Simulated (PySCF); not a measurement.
**KCl, PBE0: how much the basis matters**

PySCF, UKS reference; singlet, unpaired electrons none; De to K + Cl without counterpoise correction.

```json
{"basis": "def2-SVP", "relativity": "no relativity", "functions": "42", "Re (Å)": "2.655", "ωe (cm⁻¹)": "297", "De (eV)": "4.07", "μ (D)": "-9.60"}
{"basis": "def2-SVPD", "relativity": "no relativity", "functions": "54", "Re (Å)": "2.710", "ωe (cm⁻¹)": "276", "De (eV)": "4.34", "μ (D)": "-10.61"}
{"basis": "def2-TZVPP", "relativity": "no relativity", "functions": "75", "Re (Å)": "2.684", "ωe (cm⁻¹)": "277", "De (eV)": "4.21", "μ (D)": "-10.18"}
```

Task: How does each smaller set differ from the one with most functions, def2-TZVPP?

Result: def2-SVP: -2.9 pm, +7.2 % in ωe, -0.14 eV in De; def2-SVPD: +2.6 pm, -0.4 % in ωe, +0.13 eV in De. All at PBE0; the set with most functions is neither the basis-set limit nor always the best.

A positive dipole means K(−)Cl(+).
